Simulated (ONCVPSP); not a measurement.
Potentials for titanium compared

Generated with ld1.x 7.5 (TM, RRKJ, ultrasoft, PAW), atompaw 4.2 or ONCVPSP 4.0.1. The cutoff is in Ry: for ld1.x and atompaw files where the sum of valence levels is converged to 10 mRy in a Bessel basis, for ONCV files where the hardest occupied wave has 1 mHa per electron of residual kinetic energy. The error is the largest all-electron minus pseudo excitation energy over each file’s own four to seven test configurations (ionisations up to +4, promotions, holes and added fractions of an electron), all of which were solved. The labels leave out finer settings (local radius, basis sizes, second energies), which also bear on the numbers. Spin-polarised tests are not counted. The rows are a selection from randomly drawn settings: files with unsolved tests, undetermined cutoffs or missed reference levels are left out.

A true bound ghost makes a file unfit for plane-wave use even where its test errors are small: the radial tests pick states by their node count and pass the ghost by.

```csv
potential,cutoff (Ry),largest error (meV),bound ghosts
"ONCV, PBE, scalar-relativistic, rc 1.30/1.30/1.30 (spd), local smoothed, core correction yes, reference 3s2 3p6 3d2.5 4s1.5, qcut 9.2/12.7/8.3, projectors 2/2/2",70,-4.0,none
"ONCV, PBE, scalar-relativistic, rc 1.35/1.75/1.80 (spd), local smoothed, core correction yes, reference 3s2 3p6 3d2 4s0.5, qcut 11.2/9.2/9.5, projectors 2/2/2",71,+1.6,none
"ONCV, BLYP, scalar-relativistic, rc 1.75/1.75/2.55 (spd), local smoothed, core correction yes, reference 3s2 3p6 3d2 4s0.5, qcut 5.4/7.7/6.1, projectors 2/2/2",39,-147,none
"ONCV, LDA (Perdew-Wang 92), scalar-relativistic, rc 1.65/0.95/1.25 (spd), local smoothed, core correction yes, reference 3s2 3p6 3d2 4s2, qcut 8.3/9.5/7, projectors 2/2/1",368,+24,none
"ONCV, LDA (Perdew-Zunger), scalar-relativistic, rc 2.85/1.30/1.30 (spd), local smoothed, core correction yes, reference 3p6 3d2 4s2, qcut 1.9/9.3/14.3, projectors 1/2/2",120,+103,s
"ONCV, LDA (Perdew-Wang 92), scalar-relativistic, rc 1.30/1.30/1.48 (spd), local smoothed, core correction yes, reference 3s2 3p6 3d2 4s2, qcut 9.6/13/8.8, projectors 2/2/2",94,+26,none
"ONCV, revPBE, scalar-relativistic, rc 1.60/1.65/1.40 (spd), local smoothed, core correction no, reference 3s2 3p6 3d2, qcut 7.5/10.5/10.1, projectors 2/2/2",81,+28,none
"ONCV, PBEsol, scalar-relativistic, rc 1.95/1.40/2.10 (spd), local smoothed, core correction yes, reference 3s2 3p6 3d2 4s1, qcut 6.6/10.5/7.8, projectors 2/1/3",44,+893,none
```

Q: Fill in the row for Ti: ONCV, PBE, scalar-relativistic, rc 2.55/2.50/2.35 (spd), local smoothed, core correction yes, reference 3d2 4s2, qcut 2.3/3.6/6.1, projectors 1/2/2.

A: cutoff 30 Ry, largest error -224 meV, bound ghosts: p.
